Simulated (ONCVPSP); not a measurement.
## BLYP ONCV dataset for cerium (Ce), scalar-relativistic all-electron reference.

cerium, optimised norm-conserving Vanderbilt (ONCV), made with ONCVPSP 4.0.1 (BLYP, scalar-relativistic). Core [Xe], reference 4f1 5d1 6s2. Waves: 6s: rc 3.95 bohr, ncon 3, nbas 7, qcut 1.4 1/bohr, 3 projectors, debl 0.5 Ha; p scattering state at 0.26 Ha: rc 3.10 bohr, ncon 3, nbas 8, qcut 2.6 1/bohr, 3 projectors, debl 3.8 Ha; 5d: rc 4.00 bohr, ncon 3, nbas 8, qcut 4.6 1/bohr, 2 projectors, debl 3.7 Ha; 4f: rc 1.00 bohr, ncon 5, nbas 9, qcut 14.4 1/bohr, 3 projectors, debl 1 Ha. Local part: polynomial inside 0.95 bohr (lpopt 1, dvloc0 2 Ha). Core correction: none.

Poles of the logarithmic derivatives, all-electron (AE) and pseudo (PS). s: poles at 0.3, 2.3 (AE) and 0.3, 2.2, 4.3 (PS) Ha. p: poles at -0.8, 1.7 (AE) and -0.3, 1.5 (PS) Ha. d: poles at 0.0, 1.3, 3.4 (AE) and 0.0, 2.0, 3.4, 4.0 (PS) Ha. f: poles at 2.6 (AE) and 2.6 (PS) Ha. Test radii: s 4.02, p 3.15, d 4.07, f 1.02 bohr.

- Cutoffs needed: 138 Ha and 315 Ha (the cutoffs (Ha) at which the residual kinetic energy of the hardest occupied pseudo-wave falls to 1 and 0.1 mHa per electron)
- Ghost test: ghosts flagged at negative energy: s at -218.9 eV, p at -9.2 eV (a further GHOST(-) flag falls on a real empty level of the atom); GHOST(+) flagged for s at 11.1 eV, d at 54.4 eV, d at 107.7 eV, f at 113.3 eV, p at 204.6 eV; a true bound ghost makes a file unfit for plane-wave use
- Configuration tests: 1 of 4 tests not solved or not reliable
